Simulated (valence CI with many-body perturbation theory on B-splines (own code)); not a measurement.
**Level structure of Pb⁵⁰⁺**

Computed by relativistic CI+MBPT: four valence electrons over a frozen Dirac-Fock core [Ar] 3d10, a basis of 11 s, 11 p, 10 d, 8 f, 5 g, 2 h functions for each j, with the one-electron correlation potential Σ1 (screened to all orders), the two-electron term Σ2, the three-electron term Σ3, Breit, model QED; selected single and double excitations, second order for the rest, scaled by the run's own slope (own B-spline code, finite nucleus).

No measured spectrum was set against this ion. As an estimate, large intervals hold to a few tenths of a per cent, small ones and those within an open d or f shell to about a per cent. Among the levels kept, up to 400 cm⁻¹ of a level comes from second order outside the variational space, and about a tenth of that is noise between levels of different J, which matters for small intervals.

Levels 46 to 90 of 180, with energies above the lowest level, (4s^2 4p1/2^2) J=0. "Leading %" is the weight of the configuration and term that name the level; weights of strongly mixed levels are sums over their largest components and can fall short, so below about 35 % the name and the second component can differ from the true leading terms, or belong to a minority configuration. In the jj column 3d3/2^4 stands for four electrons in 3d with j = 3/2. Lifetimes count E1, E2, E3, M1 and M2 decay at the calculated energies, and are blank where another channel may lead or the interval is too uncertain; long ones can be off by a factor of two.

```tsv
No.	Configuration	Term	J	E (eV)	Leading %	Second component	Lifetime	Leading jj
46	4s4p²4d	³D	2	640.67	29	23 % 4s4p²4d ⁵P	375 fs	4s 4p1/2 4p3/2 4d3/2 (92 %)
47	4s4p²4d	³D	1	642.89	38	17 % 4s4p²4d ⁵P	529 fs	4s 4p1/2 4p3/2 4d3/2 (94 %)
48	4s4p²4d	³G	3	644.98	46	21 % 4s4p²4d ¹F	547 fs	4s 4p1/2 4p3/2 4d3/2 (92 %)
49	4s4p²4d	⁵D	4	647.20	48	34 % 4s4p²4d ⁵F	134 ps	4s 4p1/2 4p3/2 4d5/2 (99 %)
50	4s4p²4d	³D	1	655.76	51	15 % 4s4p²4d ³P	300 fs	4s 4p1/2 4p3/2 4d3/2 (83 %)
51	4s4p²4d	³G	5	658.92	58	41 % 4s4p²4d ⁵F	49.3 ps	4s 4p1/2 4p3/2 4d5/2 (98 %)
52	4s4p²4d	³P	2	659.93	37	15 % 4s4p²4d ³D	1.65 ps	4s 4p1/2 4p3/2 4d5/2 (94 %)
53	4s4p²4d	³P	0	660.82	76	11 % 4s4p²4d ¹S	303 fs	4s 4p1/2 4p3/2 4d3/2 (84 %)
54	4s4p²4d	³F	2	662.31	34	17 % 4s4p²4d ¹D	254 fs	4s 4p1/2 4p3/2 4d3/2 (84 %)
55	4s4p²4d	³F	3	666.74	41	16 % 4s4p²4d ⁵D	1.58 ps	4s 4p1/2 4p3/2 4d5/2 (92 %)
56	4s4p²4d	³P	1	671.84	44	23 % 4s4p²4d ³D	1.04 ps	4s 4p1/2 4p3/2 4d5/2 (77 %)
57	4s4p²4d	³D	3	672.21	58	16 % 4s4p²4d ³F	1.06 ps	4s 4p1/2 4p3/2 4d5/2 (92 %)
58	4s4p²4d	¹D	2	674.51	36	14 % 4s4p²4d ³F	1.36 ps	4s 4p1/2 4p3/2 4d5/2 (86 %)
59	4s4p²4d	¹G	4	674.58	45	32 % 4s4p²4d ³F	2.22 ps	4s 4p1/2 4p3/2 4d5/2 (91 %)
60	4s4p²4d	³D	3	680.85	40	26 % 4s4p²4d ³F	607 fs	4s 4p1/2 4p3/2 4d5/2 (94 %)
61	4s4p²4d	³F	4	682.13	49	34 % 4s4p²4d ³G	817 fs	4s 4p1/2 4p3/2 4d5/2 (92 %)
62	4s4p²4d	³D	1	682.91	43	25 % 4s4p²4d ¹P	1.11 ps	4s 4p1/2 4p3/2 4d5/2 (94 %)
63	4s4p²4d	³P	1	689.82	31	29 % 4s4p²4d ³S	865 fs	4s 4p1/2 4p3/2 4d5/2 (96 %)
64	4s4p²4d	³P	0	690.85	46	43 % 4s4p²4d ¹S	860 fs	4s 4p1/2 4p3/2 4d5/2 (88 %)
65	4s4p²4d	³D	2	691.16	44	22 % 4s4p²4d ¹D	681 fs	4s 4p1/2 4p3/2 4d5/2 (93 %)
66	4s4p²4d	¹F	3	692.82	42	17 % 4s4p²4d ³F	567 fs	4s 4p1/2 4p3/2 4d5/2 (92 %)
67	4s4p²4d	³P	2	695.47	40	18 % 4s4p²4d ³F	454 fs	4s 4p1/2 4p3/2 4d5/2 (91 %)
68	4s4p²4f	³F°	2	707.25	41	36 % 4s4p²4f ⁵G°	1.96 ps	4s 4p1/2^2 4f5/2 (98 %)
69	4s4p²4f	³F°	3	707.62	28	15 % 4s4p²4f ⁵G°	3.03 ps	4s 4p1/2^2 4f5/2 (93 %)
70	4s²4d²	³F	2	715.91	65	21 % 4s²4d² ¹D	198 fs	4s^2 4d3/2^2 (88 %)
71	4s4p²4f	³F°	4	718.86	36	20 % 4s4p²4f ⁵D°	3.81 ps	4s 4p1/2^2 4f7/2 (97 %)
72	4s4p²4f	³G°	3	721.97	26	19 % 4s4p²4f ¹F°	3.35 ps	4s 4p1/2^2 4f7/2 (93 %)
73	4s²4d²	³P	0	725.54	64	26 % 4s²4d² ¹S	199 fs	4s^2 4d3/2^2 (89 %)
74	4s²4d²	³F	3	744.17	73	8 % 4s²4p4f ³F	437 fs	4s^2 4d3/2 4d5/2 (73 %)
75	4s²4d²	¹G	4	745.92	51	17 % 4s²4p4f ³G	525 fs	4s^2 4d3/2 4d5/2 (64 %)
76	4s²4d²	³P	2	749.17	35	25 % 4s²4d² ¹D	384 fs	4s^2 4d3/2 4d5/2 (77 %)
77	4s²4d²	³P	1	752.22	87		345 fs	4s^2 4d3/2 4d5/2 (87 %)
78	4p⁴	³P	1	754.31	87	7 % 4s4p²4d ¹P	322 fs	4p1/2 4p3/2^3 (87 %)
79	4p⁴	¹D	2	754.50	58	25 % 4p⁴ ³P	430 fs	4p1/2 4p3/2^3 (83 %)
80	4s²4p4f	³F	3	755.49	30	25 % 4s²4p4f ¹F	979 fs	4s^2 4p3/2 4f5/2 (71 %)
81	4p³4d	³F°	2	755.89	30	21 % 4p³4d ³D°	1.64 ps	4p1/2^2 4p3/2 4d3/2 (91 %)
82	4s²4p4f	³D	2	759.28	40	36 % 4s²4p4f ³F	1.29 ps	4s^2 4p3/2 4f5/2 (80 %)
83	4p³4d	³P°	0	759.86	59	24 % 4p³4d ⁵D°	1.42 ps	4p1/2^2 4p3/2 4d3/2 (94 %)
84	4s²4p4f	³F	4	760.32	57	23 % 4s²4p4f ³G	2.59 ps	4s^2 4p3/2 4f7/2 (63 %)
85	4s²4p4f	³D	1	761.17	94		2.69 ps	4s^2 4p3/2 4f5/2 (94 %)
86	4p³4d	³D°	1	762.68	32	27 % 4p³4d ³P°	1.12 ps	4p1/2^2 4p3/2 4d3/2 (94 %)
87	4p³4d	³F°	3	765.18	26	18 % 4p³4d ³G°	876 fs	4p1/2^2 4p3/2 4d3/2 (86 %)
88	4s²4p4f	³D	3	767.07	43	31 % 4s²4p4f ¹F	3.39 ps	4s^2 4p3/2 4f7/2 (93 %)
89	4s²4p4f	³G	5	767.53	96		2.95 ps	4s^2 4p3/2 4f7/2 (96 %)
90	4s²4d²	³F	4	768.58	49	30 % 4s²4p4f ¹G	1.06 ps	4s^2 4p3/2 4f5/2 (36 %)
```
